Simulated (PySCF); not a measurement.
**Relaxation of septet Ti₂Te**

These are results of UPBE0 in PySCF with Te def2-SVP with ECP28, Ti def2-SVP; scalar-relativistic core potentials, no spin–orbit coupling; density-fitted integrals, not measurements. A (50,194) grid was used.

A hand-made linear start, of D∞h symmetry, held to at least that symmetry:

```xyz
3
charge 0 multiplicity 7, angstrom
Te    0.0000    0.0000    0.0000
Ti    0.0000    0.0000    2.7200
Ti    0.0000    0.0000   -2.7200
```

Optimiser trace:
```tsv
step	E − E(last) (kJ/mol)	largest gradient (Eh/bohr)
0	5.91	0.01274
1	2.09	0.00791
2	0.05	0.00132
3	0.00	0.00014
4	0.00	0.00000
```

It ends at D∞h with Te–Ti 2.631 Å (×2); Ti–Te–Ti 180.0°. A frequency run shows 2 imaginary modes (one degenerate set), down to 47i cm⁻¹, so it is a higher-order saddle point. Other isomers or separated fragments may lie lower.

Final geometry:
```xyz
3
charge 0 multiplicity 7, angstrom
Te    0.0000    0.0000    0.0000
Ti    0.0000    0.0000    2.6314
Ti    0.0000    0.0000   -2.6314
```

Other spin states or occupations of the open shell can lie lower. No spin–orbit coupling is included, which matters more the heavier the element.

The relaxation took of the order of 40 core-seconds on a shared host.
